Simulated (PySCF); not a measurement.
## C₆ coefficients of unlike pairs at B3LYP

Calculated with PySCF 2.14 from the dipole response of each species, C₆(A,B) = (3/π) ∫ α_A(iu) α_B(iu) du, in atomic units, from isotropic polarisabilities. For ions this is the dispersion term alone; charge-induced terms of lower order in 1/R come first.

```
species      configuration                      basis     relativity  α (bohr³)  C₆ (like pair)
    F²⁺  [He] 2s2 2p3 (4S)     def2-TZVPPD (6s4p3d1f)           none      1.207           1.516
   Be²⁺           1s2 (1S)    dyall-acv3z (15s9p4d2f)           none    0.05442         0.01181
   Ne³⁺  [He] 2s2 2p3 (4S)  aug-cc-pVTZ-DK (5s4p3d2f)  spin-free X2C     0.6753          0.5977
   Ti²⁺      [Ar] 3d2 (3F)    dyall-av2z (16s12p7d2f)           none      4.793           14.36
```

(1) Estimate C₆ for Ne³⁺ with F²⁺.

No spin-orbit coupling is included.

The other pairs:

```tsv
pair	C₆
Be²⁺, F²⁺	0.1162
Ne³⁺, Be²⁺	0.07729
Ti²⁺, F²⁺	4.597
Ti²⁺, Ne³⁺	2.819
Ti²⁺, Be²⁺	0.3257
```

## Answers

(1) The integral gives 0.9453. The combination rule 2 C_A C_B / (C_A α_B/α_A + C_B α_A/α_B) gives 0.9457 and the geometric mean 0.9520.
